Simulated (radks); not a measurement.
Results of a calculation; reference values are marked as such.
Initial-state core-level shifts of the ruthenium ion Ru3+ when its valence configuration changes from [Kr] 4d5. Level of theory: Dirac Kohn-Sham, PBEsol, spin-unpolarised, spherical densities, point nucleus; open shells fill j = l - 1/2 first (a radial shooting solver on a logarithmic mesh with Libxc functionals). Shifts are changes of the shell-averaged eigenvalues in eV (positive: less bound).

| valence | 3s | 3p | 3d | 4s |
|---|---|---|---|---|
| 4d4 5s1 | -5.604 | -5.604 | -5.647 | -4.842 |
| 4d4 5p1 | -6.664 | -6.663 | -6.705 | -5.878 |
| 4d3 5p2 | -13.665 | -13.663 | -13.757 | -11.860 |
| 4d3 5s2 | -11.600 | -11.600 | -11.695 | -9.868 |
| 4d2.5 5s2 5p0.5 | -15.220 | -15.220 | -15.344 | -12.911 |
| 4d2 5p3 | -21.056 | -21.052 | -21.208 | -18.005 |
| 4d3.5 5s1.5 | -8.566 | -8.566 | -8.634 | -7.342 |
| 4d1.5 5s2 5p1.5 | -22.629 | -22.628 | -22.817 | -18.996 |
| 4d4.5 5p0.5 | -3.298 | -3.298 | -3.318 | -2.929 |
